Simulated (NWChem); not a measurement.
All runs are NWChem calculations. System: C4F6, charge 1, spin multiplicity 2, at the geometry of a parent with another charge or spin, in a state set for the comparison that need not be this species' ground state. Its SCF solution wasn't tested for a lower state. Level: UHF/def2-SVP.

NWChem printed:

```
             Northwest Computational Chemistry Package (NWChem) 7.3.0
             --------------------------------------------------------

                                NWChem Input Module
                                -------------------

 Scaling coordinates for geometry "geometry" by  1.889725989
 (inverse scale =  0.529177249)

 Turning off AUTOSYM since
 SYMMETRY directive was detected!

                             Geometry "geometry" -> ""
                             -------------------------

 Output coordinates in angstroms (scale by  1.889725989 to convert to a.u.)

  No.       Tag          Charge          X              Y              Z
 ---- ---------------- ---------- -------------- -------------- --------------
    1 F                    9.0000     1.21442500    -2.27050400     0.00000000
    2 C                    6.0000    -0.03448800    -1.87091700     0.00000000
    3 F                    9.0000    -0.88201800    -2.87359600     0.00000000
    4 C                    6.0000    -0.43279900    -0.58575700     0.00000000
    5 F                    9.0000    -1.75080800    -0.34285300     0.00000000
    6 C                    6.0000     0.43279900     0.58575700     0.00000000
    7 F                    9.0000     1.75080800     0.34285300     0.00000000
    8 C                    6.0000     0.03448800     1.87091700     0.00000000
    9 F                    9.0000    -1.21442500     2.27050400     0.00000000
   10 F                    9.0000     0.88201800     2.87359600     0.00000000

 Effective nuclear repulsion energy (a.u.)     561.5713632371

            Nuclear Dipole moment (a.u.)
            ----------------------------
        X                 Y               Z
 ---------------- ---------------- ----------------
     0.0000000000     0.0000000000     0.0000000000

      Symmetry information
      --------------------

 Group name             C2h
 Group number             21
 Group order               4
 No. of unique centers     5

      Symmetry unique atoms

     1    2    3    4    5


 Summary of "ao basis" -> "" (spherical)
 ------------------------------------------------------------------------------
       Tag                 Description            Shells   Functions and Types
 ---------------- ------------------------------  ------  ---------------------
 *                          def2-svp                  on all atoms

 Summary of "ao basis" -> "ao basis" (spherical)
 ------------------------------------------------------------------------------
       Tag                 Description            Shells   Functions and Types
 ---------------- ------------------------------  ------  ---------------------
 F                          def2-svp                 6       14   3s2p1d
 C                          def2-svp                 6       14   3s2p1d

                                 NWChem SCF Module
                                 -----------------

  ao basis        = "ao basis"
  functions       =   140
  atoms           =    10
  alpha electrons =    39
  beta  electrons =    38
  charge          =   1.00
  wavefunction    = UHF
  use symmetry    = T
  symmetry adapt  = T

 Summary of "ao basis" -> "ao basis" (spherical)
 ------------------------------------------------------------------------------
       Tag                 Description            Shells   Functions and Types
 ---------------- ------------------------------  ------  ---------------------
 F                          def2-svp                 6       14   3s2p1d
 C                          def2-svp                 6       14   3s2p1d

      Symmetry analysis of basis
      --------------------------

        ag         50
        au         20
        bg         20
        bu         50

 Forming initial guess at       0.1s

   Symmetry analysis of molecular orbitals - initial alpha
   -------------------------------------------------------

  Numbering of irreducible representations:

     1 ag          2 au          3 bg          4 bu

  Orbital symmetries:

     1 bu          2 ag          3 bu          4 ag          5 ag
     6 bu          7 ag          8 bu          9 ag         10 bu
    11 ag         12 bu         13 bu         14 ag         15 ag
[...]
    33     -0.215367   3 F  py              131      0.215367  10 F  py
     4      0.191550   1 F  px              116     -0.191550   9 F  px
     5      0.189880   1 F  py              117     -0.189880   9 F  py

 Vector   37  Occ=1.000000D+00  E=-8.560965D-01  Symmetry=ag
              MO Center= -2.7D-16, -2.5D-15, -5.8D-16, r^2= 3.7D+00
   Bfn.  Coefficient  Atom+Function         Bfn.  Coefficient  Atom+Function
  ----- ------------  ---------------      ----- ------------  ---------------
    61      0.352546   5 F  py               89     -0.352546   7 F  py
    64     -0.251524   5 F  py               92      0.251524   7 F  py
    47      0.228673   4 C  py               75     -0.228673   6 C  py
     5     -0.171841   1 F  py              117      0.171841   9 F  py

 Vector   38  Occ=1.000000D+00  E=-6.653845D-01  Symmetry=au
              MO Center=  1.4D-15,  3.1D-15, -2.9D-16, r^2= 2.4D+00
   Bfn.  Coefficient  Atom+Function         Bfn.  Coefficient  Atom+Function
  ----- ------------  ---------------      ----- ------------  ---------------
    48      0.364965   4 C  pz               76      0.364965   6 C  pz
    51      0.248664   4 C  pz               79      0.248664   6 C  pz
    62      0.228776   5 F  pz               90      0.228776   7 F  pz
    65     -0.201508   5 F  pz               93     -0.201508   7 F  pz

 Vector   39  Occ=0.000000D+00  E=-2.920937D-01  Symmetry=bg
              MO Center= -3.0D-15, -1.4D-14,  4.9D-18, r^2= 3.6D+00
   Bfn.  Coefficient  Atom+Function         Bfn.  Coefficient  Atom+Function
  ----- ------------  ---------------      ----- ------------  ---------------
    20      0.298530   2 C  pz              104     -0.298530   8 C  pz
    48      0.294938   4 C  pz               76     -0.294938   6 C  pz
    51      0.278488   4 C  pz               79     -0.278488   6 C  pz
    23      0.209262   2 C  pz              107     -0.209262   8 C  pz

 Vector   40  Occ=0.000000D+00  E=-7.857805D-02  Symmetry=au
              MO Center= -3.5D-16,  1.1D-16, -3.7D-17, r^2= 4.7D+00
   Bfn.  Coefficient  Atom+Function         Bfn.  Coefficient  Atom+Function
  ----- ------------  ---------------      ----- ------------  ---------------
    23      0.508524   2 C  pz              107      0.508524   8 C  pz
    20      0.428760   2 C  pz              104      0.428760   8 C  pz
    51     -0.267732   4 C  pz               79     -0.267732   6 C  pz
    48     -0.183579   4 C  pz               76     -0.183579   6 C  pz
    37     -0.173653   3 F  pz              135     -0.173653  10 F  pz

 Vector   41  Occ=0.000000D+00  E=-4.030931D-02  Symmetry=bu
              MO Center=  1.1D-14,  4.7D-14, -1.4D-17, r^2= 3.4D+00
   Bfn.  Coefficient  Atom+Function         Bfn.  Coefficient  Atom+Function
  ----- ------------  ---------------      ----- ------------  ---------------
    49      0.452199   4 C  px               77      0.452199   6 C  px
    59      0.384945   5 F  s                87     -0.384945   7 F  s
    17     -0.366733   2 C  s               101      0.366733   8 C  s
    21      0.324951   2 C  px              105      0.324951   8 C  px
    46      0.253615   4 C  px               74      0.253615   6 C  px

 center of mass
 --------------
 x =   0.00000000 y =  -0.00000000 z =   0.00000000

 moments of inertia (a.u.)
 ------------------
        2165.316077363314         -78.477119901567           0.000000000000
         -78.477119901567         737.765324309639           0.000000000000
           0.000000000000           0.000000000000        2903.081401672952

  Mulliken analysis of the total density
  --------------------------------------

    Atom       Charge   Shell Charges
 -----------   ------   -------------------------------------------------------
    1 F    9     9.18   1.99  1.15  0.79  3.31  1.93  0.01
    2 C    6     5.17   1.99  0.91  0.02  1.81  0.28  0.16
    3 F    9     9.17   1.99  1.15  0.79  3.31  1.92  0.01
    4 C    6     5.75   1.99  0.90  0.21  1.96  0.60  0.09
    5 F    9     9.24   1.99  1.14  0.81  3.31  1.97  0.01
    6 C    6     5.75   1.99  0.90  0.21  1.96  0.60  0.09
    7 F    9     9.24   1.99  1.14  0.81  3.31  1.97  0.01
    8 C    6     5.17   1.99  0.91  0.02  1.81  0.28  0.16
    9 F    9     9.18   1.99  1.15  0.79  3.31  1.93  0.01
   10 F    9     9.17   1.99  1.15  0.79  3.31  1.92  0.01

  Mulliken analysis of the alpha density
  --------------------------------------

    Atom       Charge   Shell Charges
 -----------   ------   -------------------------------------------------------
    1 F    9     4.60   1.00  0.57  0.39  1.67  0.96  0.01
    2 C    6     2.79   0.99  0.47  0.02  1.04  0.19  0.08
    3 F    9     4.59   1.00  0.57  0.39  1.67  0.95  0.01
    4 C    6     2.89   0.99  0.45  0.11  1.00  0.29  0.05
    5 F    9     4.62   1.00  0.57  0.40  1.66  0.99  0.01
    6 C    6     2.89   0.99  0.45  0.11  1.00  0.29  0.05
    7 F    9     4.62   1.00  0.57  0.40  1.66  0.99  0.01
    8 C    6     2.79   0.99  0.47  0.02  1.04  0.19  0.08
    9 F    9     4.60   1.00  0.57  0.39  1.67  0.96  0.01
   10 F    9     4.59   1.00  0.57  0.39  1.67  0.95  0.01

   Mulliken analysis of the beta density
   -------------------------------------

    Atom       Charge   Shell Charges
 -----------   ------   -------------------------------------------------------
    1 F    9     4.58   1.00  0.57  0.40  1.64  0.97  0.01
    2 C    6     2.37   0.99  0.44  0.01  0.77  0.09  0.08
    3 F    9     4.57   1.00  0.57  0.39  1.64  0.97  0.01
    4 C    6     2.86   0.99  0.45  0.10  0.96  0.31  0.04
    5 F    9     4.61   1.00  0.57  0.40  1.65  0.99  0.01
    6 C    6     2.86   0.99  0.45  0.10  0.96  0.31  0.04
    7 F    9     4.61   1.00  0.57  0.40  1.65  0.99  0.01
    8 C    6     2.37   0.99  0.44  0.01  0.77  0.09  0.08
    9 F    9     4.58   1.00  0.57  0.40  1.64  0.97  0.01
   10 F    9     4.57   1.00  0.57  0.39  1.64  0.97  0.01

   Mulliken analysis of the spin density
   -------------------------------------

    Atom       Charge   Shell Charges
 -----------   ------   -------------------------------------------------------
    1 F    9     0.02   0.00  0.00 -0.00  0.03 -0.01  0.00
    2 C    6     0.42  -0.00  0.02  0.01  0.28  0.10  0.00
    3 F    9     0.02   0.00  0.00 -0.00  0.04 -0.01  0.00
    4 C    6     0.03  -0.00 -0.00  0.01  0.04 -0.02  0.01
    5 F    9     0.01  -0.00  0.00 -0.00  0.01 -0.00 -0.00
    6 C    6     0.03  -0.00 -0.00  0.01  0.04 -0.02  0.01
    7 F    9     0.01  -0.00  0.00 -0.00  0.01 -0.00 -0.00
    8 C    6     0.42  -0.00  0.02  0.01  0.28  0.10  0.00
    9 F    9     0.02   0.00  0.00 -0.00  0.03 -0.01  0.00
   10 F    9     0.02   0.00  0.00 -0.00  0.04 -0.01  0.00

       Multipole analysis of the density wrt the origin
       ------------------------------------------------

     L   x y z        total         alpha         beta         nuclear
     -   - - -        -----         -----         ----         -------
     0   0 0 0      1.000000    -39.000000    -38.000000     78.000000

     1   1 0 0      0.000000      0.000000      0.000000      0.000000
     1   0 1 0     -0.000000     -0.000000     -0.000000      0.000000
     1   0 0 1      0.000000      0.000000      0.000000      0.000000

     2   2 0 0    -38.762627   -194.956633   -193.727720    349.921727
     2   1 1 0      0.361402    -19.108506    -18.422817     37.892724
     2   1 0 1      0.000000     -0.000000      0.000000      0.000000
     2   0 2 0    -26.909485   -536.889482   -524.437812   1034.417809
     2   0 1 1      0.000000      0.000000     -0.000000      0.000000
     2   0 0 2    -34.294392    -17.882239    -16.412153      0.000000

 Task  times  cpu:        5.6s     wall:        5.6s

 Total times  cpu:        5.6s     wall:        5.6s
```

Problem. Write an NWChem input that would produce this output.

Solution. This is not unique; one that fits is 
```
start mol
memory heap 200 mb stack 900 mb global 1100 mb
charge 1
geometry units angstroms nocenter noautoz
  F      1.214425    -2.270504     0.000000
  C     -0.034488    -1.870917     0.000000
  F     -0.882018    -2.873596     0.000000
  C     -0.432799    -0.585757     0.000000
  F     -1.750808    -0.342853     0.000000
  C      0.432799     0.585757     0.000000
  F      1.750808     0.342853     0.000000
  C      0.034488     1.870917     0.000000
  F     -1.214425     2.270504     0.000000
  F      0.882018     2.873596     0.000000
  symmetry group C2h
end
basis spherical
  * library def2-svp
end
scf
  uhf
  nopen 1
  maxiter 100
  thresh 1e-7
  semidirect memsize 60000000 filesize 0
  # guess.movecs holds the orbitals of an unrestricted PBE0 run
  vectors input guess.movecs output mol.movecs
end
task scf energy
```
